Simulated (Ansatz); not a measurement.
Cartesian coordinates in Å:
```
C 1.066 0.722 1.467
C 0.002 0.946 0.396
C 0.589 1.710 -0.789
C -1.190 1.703 0.979
N -0.456 -0.334 -0.068
Nb -1.102 -1.854 -0.587
C 0.639 -2.795 -1.404
F -2.344 -1.555 -1.961
Cl -1.795 -3.033 1.276
H 1.911 0.165 1.056
H 0.653 0.155 2.303
H 1.433 1.680 1.844
H -0.166 1.856 -1.563
H 1.426 1.159 -1.222
H 0.950 2.690 -0.466
H -1.625 1.147 1.811
H -1.960 1.850 0.219
H -0.872 2.683 1.345
H 1.408 -2.902 -0.633
H 1.061 -2.204 -2.221
H 0.372 -3.790 -1.781
```

Charge 0, multiplicity 1. Nb takes the def2 core potential.

Task: List the CAM-B3LYP/def2-TZVPP orbital energies in eV (the Gaussian-basis code of Ansatz). (An estimate is asked.)

Result: Computed: Occupied: -2764.11, -673.19, -391.48, -280.27, -278.67, -278.66, -278.64, -278.38, -258.89, -197.88, -197.84, -197.82, -67.81, -42.55, -42.31, -41.93, -33.10, -26.24, -23.97, -22.09, -21.20, -21.19, -20.79, -16.73, -14.70, -14.46, -14.34, -14.25, -13.76, -13.66, -13.12, -12.89, -12.83, -12.78, -11.97, -11.96, -11.84, -11.42, -11.40, -10.95, -10.85, -9.94, -9.19, -9.03. Lowest empty: -0.74, -0.25, 0.56, 0.66, 1.03, 1.39, 1.52, 1.70.
